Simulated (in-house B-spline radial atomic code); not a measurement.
A run on neutral germanium (an excited or competing configuration) that did not converge. Method: non-relativistic B97-1, spin-polarised, spherical fractional occupations, point nucleus; computed with a B-spline radial code for spherical atoms.

Command:
```bash
python run_scf.py task.json out
```
Settings:
```
Z                32
configuration    [Ar] 3d9 4s2 4p2 5f1
hamiltonian      nr
method           b97_1
spin_polarised   True
```

First and last ten iterations of the last attempt (damped for 15 steps, keeping 80 % of the old Fock matrix, then DIIS):
```
 iter        energy (Eh)    residual
    1       -2074.038594    4.12e-01
    2       -2074.472330    2.00e-01
    3       -2075.005214    1.18e-01
    4       -2075.209182    6.80e-02
    5       -2075.283766    3.88e-02
    6       -2075.309947    2.27e-02
    7       -2075.319329    1.58e-02
    8       -2075.322570    1.13e-02
    9       -2075.323679    8.19e-03
   10       -2075.323946    6.03e-03
  111       -2075.324623    7.71e-05
  112       -2075.324622    7.82e-05
  113       -2075.324628    6.80e-05
  114       -2075.324627    5.90e-05
  115       -2075.324625    7.68e-05
  116       -2075.324626    7.64e-05
  117       -2075.324624    7.66e-05
  118       -2075.324621    9.75e-05
  119       -2075.324624    7.59e-05
  120       -2075.324625    7.40e-05
 not converged after 120 iterations
```

The smallest residual met was 4.5e-05; the threshold is about 3e-07. Over the last five steps the energy moves by less than 9e-06 hartree, but the orbitals didn't meet the threshold. Cost of the run: 3 s on 1 thread of Arm Neoverse V2 (shared host).
